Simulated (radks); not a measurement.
All-electron atom: the carbon ion C2+ in [He] 2s2 (the NIST ground configuration).

Method: non-relativistic Kohn-Sham, r2SCAN, spin-polarised, spherical densities, point nucleus; meta-GGA in the generalised Kohn-Sham scheme; computed with a radial shooting solver on a logarithmic mesh with Libxc functionals.

Energy parts (hartree):
total: -36.48730
kinetic: 36.40551
electron-nucleus: -80.53246
Hartree: 12.03004
exchange-correlation: -4.39040

Orbitals (lengths in bohr, moments of r in powers of bohr; r(max) is where P^2 peaks; r(90%) holds 90 % of the orbital's charge):
orbital,occ.,eigenvalue (hartree),<r^4>,r(90%),r(max),<r^2>
1s,2,-11.47758,0.02532,0.482,0.1741,0.09793
2s,2,-1.49452,8.364,2.11,1.131,2.196

The highest occupied level is 2s at -40.668 eV. Virial ratio -V/T = 2.00225. Summed over all electrons, <r^2> = 4.588 bohr^2, which gives a Langevin (diamagnetic) susceptibility term of -3.63 x 10^-6 cm^3/mol. The density falls to 0.001 e/bohr^3 at r = 2.79 bohr.
